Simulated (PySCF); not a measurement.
**Basis-set dependence of excited states**

C5H6F2.
SMILES with atom numbers: `[F:1][CH2:2][C:3]1=[C:4]([F:5])[CH2:6][CH2:7]1` (hydrogens: H8, H9 on C2; H10, H11 on C6; H12, H13 on C7)

TDDFT with PBE0 (PySCF), vertical singlets, core orbitals frozen in the response, spherical d and f functions. Isolated species at its PBE0-D3(BJ)/def2-SVP geometry (one conformer only).

```tsv
basis	functions	diffuse	S1 (eV)	S2 (eV)	S3 (eV)	S4 (eV)	S5 (eV)	LUMO (eV)	α (au)
6-31G*	110	no	7.11	7.85	8.22	8.75	8.80	0.57	50.7
def2-SVP	128	no	7.07	7.84	7.99	8.18	8.43	0.31	51.7
6-31+G*	138	yes	6.53	6.66	6.96	7.09	7.45	0.04	56.8
def2-SVPD	194	yes	6.72	6.81	7.36	7.52	7.80	0.02	59.9
aug-cc-pVDZ	215	yes	6.13	6.51	6.60	6.73	7.12	-0.10	61.1
def2-TZVP	253	no	6.83	7.30	7.76	7.84	7.97	0.16	58.1
```

Question: How much do these states and the polarisability depend on the basis?

Answer: States are compared by their number. Against the largest diffuse basis here (aug-cc-pVDZ, itself not a converged limit), sets without diffuse functions differ by up to 0.98 eV in S1 and 1.68 eV in S5; the smaller diffuse sets differ by up to 0.59 and 0.67 eV. State by state, the largest deviation of a set without diffuse functions is S1 0.98, S2 1.34, S3 1.62, S4 2.02, S5 1.68 eV. The same number needn't mean the same state in each row. Against aug-cc-pVDZ the polarisability deviates by -17% in 6-31G*, -15% in def2-SVP, -7% in 6-31+G*, -2% in def2-SVPD, -5% in def2-TZVP. A single + in a Pople set puts diffuse functions on heavy atoms only.
